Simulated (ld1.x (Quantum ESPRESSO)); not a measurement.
# Ranking TM semilocal potentials for strontium (Sr)

All share these settings but for the change named:

| Item | Value |
| --- | --- |
| Element | Sr (Z = 38) |
| Generator | ld1.x (Quantum ESPRESSO) 7.5 |
| Type | norm-conserving Troullier–Martins (semilocal form) |
| Functional | PBE |
| Relativity | scalar-relativistic |
| Frozen core | [Ar] 3d10 4s2 |
| Valence charge | 8 |
| Reference configuration | 4p6 4d0 5s0 5p0 (charge +2) |
| Partial waves | 4p (bound): rc 1.35 bohr; 4d (bound, empty): rc 3.40 bohr; 5s (bound, empty): rc 3.00 bohr |
| Local potential | the s channel |
| Core correction | none |

Test errors are all-electron minus pseudo excitation energies from the reference, over 4p6 4d0 5s2 5p0; 4p6 4d0 5s1 5p0; 4p6 4d0 5s1.5 5p0; 4p6 4d0 5s0 5p1; 4p6 4d0 5s1 5p1; 4p6 4d1 5s0 5p0; 4p5 4d0 5s2 5p0. None of these files shows a bound ghost.

The base gives 195.3 meV.

Of 7 variants that were run, those that failed, showed a ghost or another fault, or gave nearly equal values are left out.

A variant can come out equal or close to the base, since the largest error may sit in a test that the change hardly touches while other tests move.

Question: Rank these variants by their largest absolute test error, smallest first.
A. wave 5s (bound): rc 3.00 bohr becomes 5s (bound): rc 4.16 bohr
B. wave 5s (bound): rc 3.00 bohr becomes 5s (bound): rc 3.60 bohr
C. wave 5s (bound): rc 3.00 bohr becomes 5s (bound): rc 4.48 bohr

Answer: C (110.6 meV), A (145.3 meV), B (216.9 meV).
